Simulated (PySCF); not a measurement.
These are PBE-D3(BJ)/def2-TZVP // B3LYP-D3(BJ)/def2-TZVP (PySCF) values and carry that method's errors. Gas-phase values, no solvent. Excitations are Tamm–Dancoff values on a coarser integration grid. The basis has no diffuse functions, so Rydberg states are missing or too high.

Reference species (SMILES): `NB(N)[SiH3]` (neutral, multiplicity 1).

The T1 excitation (TDA) is 5.10 eV, the HOMO comes out as -5.76 eV and the S1 oscillator strength is 0.001. The HOMO–LUMO gap comes out as 5.41 eV.

Changed species: `NB(N)N` (0 of 3 NH2 replaced by SiH3; the reference has 1 of 3 NH2 replaced by SiH3).

Task: Give the shifts of the T1 excitation (TDA), HOMO, S1 oscillator strength and HOMO–LUMO gap.

Result: the T1 excitation (TDA) falls by 0.05 eV, to 5.05 eV; the HOMO rises by 0.68 eV, to -5.08 eV; the S1 oscillator strength hardly moves; the HOMO–LUMO gap drops by 0.24 eV, to 5.17 eV.
